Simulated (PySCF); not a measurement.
BCl2, SMILES Cl[B]Cl, multiplicity 2. The structure is a stationary point at r2SCAN-D4/def2-TZVP. The isomer is the one that the SMILES or the coordinates give; other isomers of the formula were not compared.

Method: r2SCAN-D4/def2-TZVP (PySCF 2.14.0).

Harmonic wavenumbers (cm⁻¹): 284, 698, 988. Rotational constants (GHz): 85.54, 3.035, 2.931; symmetry number 2.

Task: Work out the zero-point energy and the ideal-gas rigid-rotor harmonic-oscillator thermochemistry at 298.15 K and 1 atm.

Result: ZPE = ½ Σ hcν = ½ × 1970 cm⁻¹ = 2.82 kcal/mol. H − E(el) = 5.56 kcal/mol. Entropy in cal/(mol K): translation 39.12, rotation 22.18, vibration 1.92, spin 1.38, total 64.59. G − E(el) = -13.70 kcal/mol. Cp = 10.88 cal/(mol K).
